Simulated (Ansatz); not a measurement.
Q: Name a neutral molecule of C, S, Si and H with HOMO–LUMO gap (B3LYP/def2-TZVPP) between 5.75 and 6.05 eV and zero-point energy (PBE0-D4/def2-TZVP) between 163 and 179 kJ/mol (Ansatz, PBE0-D4/def2-TZVP geometry).

A: `C1[SiH2][SiH2]S1` (5.85 eV, 165.6 kJ/mol). Other molecules can fit too; these were computed, each in one conformer that needn't be the lowest.

B3LYP here is the variant with VWN-RPA as its local correlation; programs differ in this.
